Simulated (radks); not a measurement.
Values are calculated unless marked as measured or tabulated.
Isoelectronic series with 18 electrons, each ion in its NIST ground configuration. Code: a radial shooting solver on a logarithmic mesh with Libxc functionals. Model: scalar-relativistic Kohn-Sham, PBE, spin-unpolarised, spherical densities, finite nucleus; Fermi nuclear charge, rms radius of each element as measured or else 0.836 A^(1/3) + 0.57 fm. Total energies (hartree) and orbital eigenvalues (eV):

| ion | configuration | E (hartree) | 3p | 3s | 2p |
|---|---|---|---|---|---|
| Cu11+ | [Ar] | -1606.59008 | -351.5695 | -396.2932 | -1245.322 |
| Ga13+ | [Ar] | -1868.71516 | -454.5420 | -505.6255 | -1521.323 |
| Br17+ | [Ar] | -2455.27474 | -697.8358 | -762.7557 | -2157.532 |
| Rb19+ | [Ar] | -2780.06119 | -838.2116 | -910.7338 | -2517.929 |
| Nb23+ | [Ar] | -3493.64102 | -1156.636 | -1246.095 | -3323.924 |
| Tc25+ | [Ar] | -3882.87968 | -1334.796 | -1433.754 | -3769.813 |
| Rh27+ | [Ar] | -4294.07627 | -1525.670 | -1634.941 | -4244.513 |
| Ag29+ | [Ar] | -4727.49811 | -1729.331 | -1849.830 | -4748.201 |
| In31+ | [Ar] | -5183.42803 | -1945.854 | -2078.613 | -5281.067 |
| Sb33+ | [Ar] | -5662.17159 | -2175.323 | -2321.493 | -5843.313 |
| I35+ | [Ar] | -6164.05339 | -2417.823 | -2578.694 | -6435.151 |
| Cs37+ | [Ar] | -6689.4229 | -2673.448 | -2850.456 | -7056.807 |
| La39+ | [Ar] | -7238.6504 | -2942.297 | -3137.036 | -7708.517 |
| Pr41+ | [Ar] | -7812.1342 | -3224.472 | -3438.714 | -8390.529 |
| Pm43+ | [Ar] | -8410.2886 | -3520.084 | -3755.786 | -9103.104 |
| Eu45+ | [Ar] | -9033.5485 | -3829.246 | -4088.567 | -9846.516 |
| Tb47+ | [Ar] | -9682.4716 | -4152.078 | -4437.432 | -10621.04 |

Estimate the row of As15+ ([Ar]).

Answer. E (hartree) -2151.55392; 3p -569.9571; 3s -627.7528; 2p -1825.365.
